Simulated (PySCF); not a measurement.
Sn(Me)4 (C4H12Sn), SMILES [CH3][Sn]([CH3])([CH3])[CH3]. Geometry optimised at PBE0-D3(BJ)/def2-SVP. The isomer is the one that the SMILES or the coordinates give; other isomers of the formula were not compared. The def2 effective core potentials stand for the cores of Sn; spin–orbit coupling is left out.

These are PBE0-D3(BJ)/def2-SVP (PySCF) values and carry that method's errors.

Harmonic wavenumbers (cm⁻¹): 85, 87, 87, 87, 131, 131, 138, 138, 138, 504, 530, 530, 530, 664, 664, 664, 777, 777, 779, 779, 779, 1208, 1208, 1208, 1220, 1429, 1429, 1429, 1431, 1431, 1441, 1441, 1441, 3065, 3065, 3065, 3065, 3178, 3178, 3178, 3179, 3179, 3179, 3179, 3179. Rotational constants (GHz): 2.411, 2.411, 2.411; symmetry number 12.

Work out the zero-point energy and the ideal-gas rigid-rotor harmonic-oscillator thermochemistry at 298.15 K and 1 atm.

ZPE = ½ Σ hcν = ½ × 63004 cm⁻¹ = 90.07 kcal/mol. H − E(el) = 97.55 kcal/mol. Entropy in cal/(mol K): translation 41.45, rotation 22.59, vibration 34.21, total 98.25. G − E(el) = 68.26 kcal/mol. Cp = 37.85 cal/(mol K). Modes under 150 cm⁻¹ make the vibrational entropy uncertain.
